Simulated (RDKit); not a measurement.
Input file for RDKit: UFF on CH6S2 (a complex).

```python
from rdkit import Chem
from rdkit.Chem import AllChem, rdDetermineBonds

blocks = [
'''3

S     0.59624197    0.39125548    0.22883725
H     0.16097036    0.80605790    1.43809472
H    -0.63877004    0.04382232   -0.16652665
''',
'''6

C    -0.26576626   -1.21370703    3.68027250
S    -0.31561008    0.57880717    4.01148720
H     0.14229970   -1.75577546    4.53013622
H    -1.29934160   -1.52080369    3.52988093
H     0.30142552   -1.42658005    2.77662312
H     1.00394305    0.75245460    4.19220349
''',
]
mol = None
for b in blocks:
    f = Chem.MolFromXYZBlock(b)
    rdDetermineBonds.DetermineBonds(f, charge=0)
    mol = f if mol is None else Chem.CombineMols(mol, f)
Chem.SanitizeMol(mol)
print(Chem.MolToSmiles(Chem.RemoveHs(mol)))
ff = AllChem.UFFGetMoleculeForceField(mol, vdwThresh=100.0, ignoreInterfragInteractions=False)
e = ff.CalcEnergy()
print(f'UFF energy {e:.6f} kcal/mol')
```

It printed:

```
CS.S
UFF energy 4.334052 kcal/mol
```

The run finished.

Cost: about 0.020 core-seconds (a rough figure).
